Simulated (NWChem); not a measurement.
Species: C2HCl3Si; SMILES C#C[Si](Cl)(Cl)Cl

All runs: NWChem. STO-3G and 3-21G are far too small for this property and stand as cheap habits. Coordinates come from a PBE0/def2-SVP optimisation. Field at 589 nm.

Task: What does the run give for B3LYP/STO-3G? Quantities: isotropic polarisability (bohr³); anisotropy (bohr³).

Result: 
- isotropic polarisability (bohr³): 34.6
- anisotropy (bohr³): 13.9
